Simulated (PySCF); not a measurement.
**Trend along the chalcogens: MS molecules**

CCSD(T) with triple-zeta basis sets in PySCF, for the lowest determinant that a PBE0 search found; no spin–orbit coupling. De refers to high-spin ground-configuration atoms.

| M | basis | reference, frozen orbitals | state (unpaired electrons) | Re (Å) | ωe (cm⁻¹) | De (eV) |
| --- | --- | --- | --- | --- | --- | --- |
| O | x2c-TZVPPall | ROHF, 6 | triplet (π ↑↑) | 1.493 | 1144 | 5.07 |
| S | x2c-TZVPPall | ROHF, 10 | triplet (π ↑↑) | 1.905 | 718 | 4.12 |
| Se | def2-TZVPP | ROHF, 14 | triplet (π ↑↑) | 2.046 | 555 | 3.70 |
| Te | def2-TZVPP | ROHF, 9 | triplet (π ↑↑) | 2.236 | 477 | 3.32 |

The shortest bond is that of SO (1.493 Å), the longest that of TeS (2.236 Å). SO is bound most strongly (5.07 eV) and TeS least (3.32 eV).

The rows differ in basis set, which adds steps of its own.

Relativity is treated differently too: O spin-free X2C; S spin-free X2C; Se no relativity; Te scalar-relativistic core potentials.

Down a group bonds as a rule get longer and wavenumbers fall, partly through the reduced mass; this series shows no clear exception.

Correlated steps freeze the inner cores (6 to 14 orbitals); shallow outer-core shells are correlated. These are scalar-relativistic numbers at best; spin–orbit coupling would shift them, the dissociation energy most. States were picked by a PBE0 search and need not be the measured ground states.
